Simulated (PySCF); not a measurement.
PySCF job for C2H6Cd, SMILES [Cd]([CH3])[CH3] (connectivity only; charge and spin as stated), charge +1, multiplicity 2, TDA-PBE/def2-SVPD. The structure is a stationary point at r2SCAN-D4/def2-SVP. The spin state was assumed, not searched. The isomer is the one that the SMILES or the coordinates give; other isomers of the formula were not compared. The def2 effective core potentials stand for the cores of Cd; spin–orbit coupling is left out.

```python
import numpy as np
from pyscf import gto, scf, dft, tdscf

mol = gto.M(
    atom='''
    Cd    0.00000000   -0.00000000    0.00000000
    C     0.00000000    0.00000000   -2.22213240
    H    -0.92243426    0.55010259   -2.44477723
    H     0.93761994    0.52380020   -2.44477723
    H    -0.01518569   -1.07390279   -2.44477722
    C    -0.00000000   -0.00000000    2.22213240
    H    -0.92243425   -0.55010259    2.44477723
    H     0.93761995   -0.52380019    2.44477722
    H    -0.01518570    1.07390279    2.44477723
    ''',
    basis='def2-SVPD',
    ecp={'Cd': 'def2-svp'},
    charge=1,
    spin=1,
    max_memory=1600,
    verbose=4,
)
mf = dft.UKS(mol, xc='pbe').density_fit(auxbasis='def2-universal-jkfit')
mf.grids.level = 3
mf.conv_tol = 1e-9
mf.max_cycle = 100
mf.kernel()
fine, coarse = mf.grids, dft.Grids(mol).set(level=1).build(with_non0tab=True)
for _ in range(3):  # follow internal instabilities
    mf.grids = coarse
    mo, _, stable, _ = mf.stability(return_status=True, nroots=4)
    mf.grids = fine
    if stable:
        break
    mf.kernel(mf.make_rdm1(mo, mf.mo_occ))
mf.grids = dft.Grids(mol).set(level=1).build(with_non0tab=True)  # coarser grid for the response kernel
td = tdscf.TDA(mf)
td.nstates = 10
td.conv_tol = 1e-4
td.positive_eig_threshold = 1e-6
td.kernel(x0=td.get_init_guess(mf, 15))
td.analyze(verbose=3)
```

Output:

```
PySCF version 2.14.0

[INPUT] verbose = 4
[INPUT] num. atoms = 9
[INPUT] num. electrons = 37
[INPUT] charge = 1
[INPUT] spin (= nelec alpha-beta = 2S) = 1
[INPUT] symmetry False subgroup None
[INPUT] Mole.unit = angstrom
[INPUT] Symbol           X                Y                Z      unit          X                Y                Z       unit  Magmom
[INPUT]  1 Cd     0.000000000000   0.000000000000   0.000000000000 AA    0.000000000000   0.000000000000   0.000000000000 Bohr   0.0
[INPUT]  2 C      0.000000000000   0.000000000000  -2.222132400000 AA    0.000000000000   0.000000000000  -4.199221648522 Bohr   0.0
[INPUT]  3 H     -0.922434260000   0.550102590000  -2.444777230000 AA   -1.743148119316   1.039543235514  -4.619959400273 Bohr   0.0
[INPUT]  4 H      0.937619940000   0.523800200000  -2.444777230000 AA    1.771844895531   0.989838921992  -4.619959400273 Bohr   0.0
[INPUT]  5 H     -0.015185690000  -1.073902790000  -2.444777220000 AA   -0.028696795113  -2.029382157506  -4.619959381376 Bohr   0.0
[INPUT]  6 C      0.000000000000   0.000000000000   2.222132400000 AA    0.000000000000   0.000000000000   4.199221648522 Bohr   0.0
[INPUT]  7 H     -0.922434250000  -0.550102590000   2.444777230000 AA   -1.743148100419  -1.039543235514   4.619959400273 Bohr   0.0
[INPUT]  8 H      0.937619950000  -0.523800190000   2.444777220000 AA    1.771844914428  -0.989838903095   4.619959381376 Bohr   0.0
[INPUT]  9 H     -0.015185700000   1.073902790000   2.444777230000 AA   -0.028696814010   2.029382157506   4.619959400273 Bohr   0.0

nuclear repulsion = 109.205318949045
number of shells = 52
number of NR pGTOs = 180
number of NR cGTOs = 122
basis = def2-SVPD
ecp = {'Cd': 'def2-svp'}


******** <class 'pyscf.df.df_jk.DFUKS'> ********
method = DFUKS
initial guess = minao
damping factor = 0
level_shift factor = 0
DIIS = <class 'pyscf.scf.diis.CDIIS'>
diis_start_cycle = 1
diis_space = 8
diis_damp = 0
SCF conv_tol = 1e-09
SCF conv_tol_grad = None
SCF max_cycles = 100
direct_scf = False
number electrons alpha = 19  beta = 18
XC library pyscf.dft.libxc version 7.1.2
    S. Lehtola, C. Steigemann, M. J. T. Oliveira, and M. A. L. Marques,  SoftwareX 7, 1–5 (2018)
XC functionals = pbe
    J. P. Perdew, K. Burke, and M. Ernzerhof,  Phys. Rev. Lett. 77, 3865 (1996)
    J. P. Perdew, K. Burke, and M. Ernzerhof,  Phys. Rev. Lett. 78, 1396 (1997)
    J. P. Perdew, K. Burke, and M. Ernzerhof,  Phys. Rev. Lett. 77, 3865 (1996)
    J. P. Perdew, K. Burke, and M. Ernzerhof,  Phys. Rev. Lett. 78, 1396 (1997)
radial grids:
    Treutler-Ahlrichs [JCP 102, 346 (1995); DOI:10.1063/1.469408] (M4) radial grids

becke partition: Becke, JCP 88, 2547 (1988); DOI:10.1063/1.454033
pruning grids: <function nwchem_prune>
grids dens level: 3
symmetrized grids: False
atomic radii adjust function: <function treutler_atomic_radii_adjust>
small_rho_cutoff = 0
Set gradient conv threshold to 3.16228e-05
tot grids = 109480
init E= -233.153044356252
  alpha nocc = 19  HOMO = -0.700496977497961  LUMO = -0.554846577982777
  beta  nocc = 18  HOMO = -0.759265432984168  LUMO = -0.700496977497965

WARN: HOMO -0.700496977497961 >= LUMO -0.700496977497965

cycle= 1 E= -245.87378340713  delta_E= -12.7  |g|= 1.51  |ddm|= 4.75
  alpha nocc = 19  HOMO = -0.087888415074921  LUMO = -0.0711187194978881
  beta  nocc = 18  HOMO = -0.0856593164730758  LUMO = -0.0824491846960176
  HOMO = -0.0856593164731  LUMO = -0.082449184696  gap/eV = 0.08735
cycle= 2 E= -217.763925181537  delta_E= 28.1  |g|= 4.75  |ddm|= 21.2
  alpha nocc = 19  HOMO = -0.518942674542314  LUMO = -0.337177248696442
  beta  nocc = 18  HOMO = -0.606495120794453  LUMO = -0.489290800607662
  HOMO = -0.518942674542  LUMO = -0.489290800608  gap/eV = 0.80687
cycle= 3 E= -246.847467045948  delta_E= -29.1  |g|= 0.605  |ddm|= 20.8
  alpha nocc = 19  HOMO = -0.528594847023854  LUMO = -0.279621281219242
  beta  nocc = 18  HOMO = -0.514093908103844  LUMO = -0.48240259146106
  HOMO = -0.514093908104  LUMO = -0.482402591461  gap/eV = 0.86236
cycle= 4 E= -246.936296236679  delta_E= -0.0888  |g|= 0.447  |ddm|= 1.69
  alpha nocc = 19  HOMO = -0.437004214859209  LUMO = -0.217152255492763
  beta  nocc = 18  HOMO = -0.458620855083721  LUMO = -0.392996737669566
  HOMO = -0.437004214859  LUMO = -0.39299673767  gap/eV = 1.19750
cycle= 5 E= -247.044543610799  delta_E= -0.108  |g|= 0.0568  |ddm|= 0.564
  alpha nocc = 19  HOMO = -0.448989265139948  LUMO = -0.225677931079771
  beta  nocc = 18  HOMO = -0.468619922109154  LUMO = -0.404207998784759
  HOMO = -0.44898926514  LUMO = -0.404207998785  gap/eV = 1.21856
cycle= 6 E= -247.046249657844  delta_E= -0.00171  |g|= 0.0111  |ddm|= 0.0697
  alpha nocc = 19  HOMO = -0.449366926900314  LUMO = -0.225979706565632
  beta  nocc = 18  HOMO = -0.469073152034989  LUMO = -0.404215546838191
  HOMO = -0.4493669269  LUMO = -0.404215546838  gap/eV = 1.22863
cycle= 7 E= -247.046311549588  delta_E= -6.19e-05  |g|= 0.00178  |ddm|= 0.018
  alpha nocc = 19  HOMO = -0.449297158695364  LUMO = -0.22557025822261
  beta  nocc = 18  HOMO = -0.468636534350415  LUMO = -0.403833775653764
  HOMO = -0.449297158695  LUMO = -0.403833775654  gap/eV = 1.23712
cycle= 8 E= -247.04631433226  delta_E= -2.78e-06  |g|= 0.000225  |ddm|= 0.00495
  alpha nocc = 19  HOMO = -0.449312241502522  LUMO = -0.225540487470052
  beta  nocc = 18  HOMO = -0.468657316083799  LUMO = -0.403775388629144
  HOMO = -0.449312241503  LUMO = -0.403775388629  gap/eV = 1.23912
cycle= 9 E= -247.046314403079  delta_E= -7.08e-08  |g|= 6.45e-05  |ddm|= 0.000825
  alpha nocc = 19  HOMO = -0.449329999334292  LUMO = -0.225546795051236
  beta  nocc = 18  HOMO = -0.468664312044609  LUMO = -0.403783448122557
  HOMO = -0.449329999334  LUMO = -0.403783448123  gap/eV = 1.23938
cycle= 10 E= -247.046314405487  delta_E= -2.41e-09  |g|= 2.28e-05  |ddm|= 0.000121
  alpha nocc = 19  HOMO = -0.449330274911976  LUMO = -0.225547132260804
  beta  nocc = 18  HOMO = -0.468665690877911  LUMO = -0.403782671242757
  HOMO = -0.449330274912  LUMO = -0.403782671243  gap/eV = 1.23941
cycle= 11 E= -247.0463144044  delta_E= 1.09e-09  |g|= 4.62e-05  |ddm|= 9.92e-05
  alpha nocc = 19  HOMO = -0.449330037139841  LUMO = -0.225546887294272
  beta  nocc = 18  HOMO = -0.468665653976009  LUMO = -0.403782076081962
  HOMO = -0.44933003714  LUMO = -0.403782076082  gap/eV = 1.23942
cycle= 12 E= -247.046314405865  delta_E= -1.46e-09  |g|= 1.19e-06  |ddm|= 7.18e-05
  alpha nocc = 19  HOMO = -0.449330156141869  LUMO = -0.225546964498537
  beta  nocc = 18  HOMO = -0.468665691619861  LUMO = -0.403782166622095
  HOMO = -0.449330156142  LUMO = -0.403782166622  gap/eV = 1.23942
cycle= 13 E= -247.046314405866  delta_E= -1.14e-12  |g|= 2.6e-07  |ddm|= 2.29e-06
  alpha nocc = 19  HOMO = -0.449330115002162  LUMO = -0.225546949502927
  beta  nocc = 18  HOMO = -0.468665657938566  LUMO = -0.403782142509611
  HOMO = -0.449330115002  LUMO = -0.40378214251  gap/eV = 1.23942
Extra cycle  E= -247.046314405866  delta_E= -3.98e-13  |g|= 2.78e-07  |ddm|= 6.34e-07
converged SCF energy = -247.046314405866  <S^2> = 0.76043385  2S+1 = 2.0104068
tot grids = 33400
uhf_internal: lowest eigs of H = [0.78548678 0.78803603 0.79436147 0.79556105]
<class 'pyscf.df.df_jk.DFUKS'> wavefunction is stable in the internal stability analysis
tot grids = 33400
Overwritten attributes  positive_eig_threshold  of <class 'pyscf.tdscf.uks.TDA'>


******** <class 'pyscf.tdscf.uks.TDA'> for <class 'pyscf.df.df_jk.DFUKS'> ********
nstates = 10
deg_eia_thresh = 1.000e-03
wfnsym = None
conv_tol = 0.0001
eigh lindep = 1e-12
eigh level_shift = 0
eigh max_cycle = 100


Excitation energies (eV)
[2.50246063 4.15721246 4.15724179 4.38338334 4.38341683 6.1207116
 6.32818287 6.32822444 6.34101791 6.64286899]

** Excitation energies and oscillator strengths **
Excited State   1:      2.50246 eV    495.45 nm  f=0.1626
Excited State   2:      4.15721 eV    298.24 nm  f=0.0014
Excited State   3:      4.15724 eV    298.24 nm  f=0.0014
Excited State   4:      4.38338 eV    282.85 nm  f=0.0000
Excited State   5:      4.38342 eV    282.85 nm  f=0.0000
Excited State   6:      6.12071 eV    202.57 nm  f=0.0000
Excited State   7:      6.32818 eV    195.92 nm  f=0.0000
Excited State   8:      6.32822 eV    195.92 nm  f=0.0000
Excited State   9:      6.34102 eV    195.53 nm  f=0.5219
Excited State  10:      6.64287 eV    186.64 nm  f=0.0155
```

The run converged.

Cost: about 2.3 core-minutes (a rough figure).
